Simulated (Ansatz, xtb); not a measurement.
ClH2OSi2: 8 structures ranked

8 gas-phase structures of ClH2OSi2, found in a search over its isomers (lower ones may exist). Each was relaxed with GFN2-xTB; where two conformers were screened, the lower at r2SCAN-D4/def2-SVP is listed:

A. `O=[Si][SiH2]Cl`, a doublet
B. `[SiH]O[SiH]Cl`, a doublet
C. `O=[Si]([SiH2])Cl`, a doublet
D. a doublet given by its coordinates
E. a doublet given by its coordinates
F. `[SiH2]O[Si]Cl`, a doublet
G. `Cl[Si@@H]1O[SiH]1`, a doublet
H. `O=[SiH][SiH]Cl`, a doublet

E (Å):

```csv
atom,x (Å),y (Å),z (Å)
Cl,0.0990,-0.9439,-3.6679
O,-0.0592,0.3067,-1.0681
Si,0.2455,-1.2055,-1.5835
Si,0.7201,-3.3440,-1.2580
H,-0.2511,1.0777,-1.6041
H,0.7782,-3.3495,0.2521
```

Close contacts (Å): Cl1–Si3 2.11, O2–Si3 1.63, Si3–Si4 2.21, O2–H5 0.96, Si4–H6 1.51.

D (Å):

```xyz
6

Cl   -2.2094   -3.2496   -2.3673
O     0.9682    0.1092   -1.3013
Si    0.5150   -1.4662   -1.2080
Si   -1.4054   -1.2732   -2.2998
H     1.7613    0.4524   -0.9051
H     1.6445   -2.0899   -0.4629
```

Close contacts (Å): Cl1–Si4 2.13, O2–Si3 1.64, Si3–Si4 2.22, O2–H5 0.95, Si3–H6 1.49.

Q: Which do you expect lowest at r2SCAN-D4/def2-SVP, and how would the others follow?

A: Calculated order at r2SCAN-D4/def2-SVP: F (0.0), B (61.3), C (88.9), E (91.7), G (106.5), A (111.0), D (111.9), H (124.1) kJ/mol. Less than 1 kcal/mol parts C and E; A and D, so the order within those pairs means little.

Energies above the lowest of each column, in kJ/mol; the last columns are at BLYP-D3(BJ)/def2-SVP geometries and were run for some of them only (a dash: not run or not comparable):

```tsv
structure	GFN2-xTB	HF/STO-3G	r2SCAN-D4/def2-SVP	BLYP-D3(BJ)/def2-SVP	CCSD(T)/def2-SVP
F	2.6	0.0	0.0	0.0	0.0
B	45.0	75.0	61.3	60.9	58.4
C	21.6	173.7	88.9	–	–
E	124.2	232.2	91.7	–	–
G	71.0	178.1	106.5	–	–
A	0.0	138.9	111.0	–	–
D	69.0	202.6	111.9	–	–
H	4.3	177.8	124.1	–	–
```

CCSD(T)/def2-SVP puts F lowest of those it was run on; GFN2-xTB picks A. Some further structures that were screened fall inside this span and aren't listed. Flexible structures stand in one conformer each, not always the lowest. Frequencies (BLYP-D3(BJ)/def2-SVP) were run for B, F alone. Open shells are spin-unrestricted, some with notable spin contamination.

Over these structures GFN2-xTB departs from r2SCAN-D4/def2-SVP by 41.0 kJ/mol on average once a common shift is removed. A GFN2-xTB relaxation took about 0.34 s and the r2SCAN-D4/def2-SVP energy about 7.4 s on a shared host (Ansatz 0.2.0, xtb 6.7.1).
